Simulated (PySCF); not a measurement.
# Correlation energy of P²⁺ (phosphorus, charge +2)

[Ne] 3s2 3p1, 2P determinant. Computed with PySCF 2.14 in Sapporo-DZP-2012, with scalar relativity by spin-free X2C-1e. Frozen: [Ne]; 3 electrons correlated.

MP2 pair energies summed by pair of shells (mhartree):

```csv
pair,energy,share (%)
3s-3s,-21.27,56.9
3s-3p,-16.09,43.1
```

Total MP2 correlation energy: -37.36 mhartree.

Same-spin part -2.33 and opposite-spin part -35.03 mhartree; SCS-MP2 scales them by 1/3 and 6/5 to -42.82 mhartree.

```csv
level,correlation energy (mhartree)
CCSD,-57.47
(T),-0.61
CCSD(T),-58.08
```

Diagnostics: T1 = 0.011, D1 = 0.0266, largest double amplitude 0.110.

Problem. Is a single reference adequate?

Solution. Mostly. T1 lies below 0.03, but a double amplitude of this size points to a near-degeneracy that CCSD handles and MP2 describes poorly.
